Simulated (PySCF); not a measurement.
C3H6FNSi, SMILES C1=CCN1[SiH2]F.

Coordinates come from a PBE-D3(BJ)/def2-SVP optimisation. The structure was generated by enumeration, and PubChem lists no compound with its InChIKey, so it may never have been made. Other conformers were not sampled.

These are PySCF with PBE/def2-TZVP values and carry that method's errors.

Gas-phase values at a fixed geometry.

Computed frontier levels, gap, dipole moment and polarisability:
* **highest occupied level**: -5.21 eV
* **lowest empty level**: -0.78 eV
* **orbital gap**: 4.43 eV
* **dipole moment**: 1.59 D
* **quadrupole, principal values (traceless, Buckingham form, about the centre of nuclear charge)**: -7.53, 1.94, 5.59 D·Å
* **mean static polarisability**: 69.4 bohr³ (10.29 Å³)
* **polarisability, principal values**: 51.0, 67.5, 89.8 bohr³
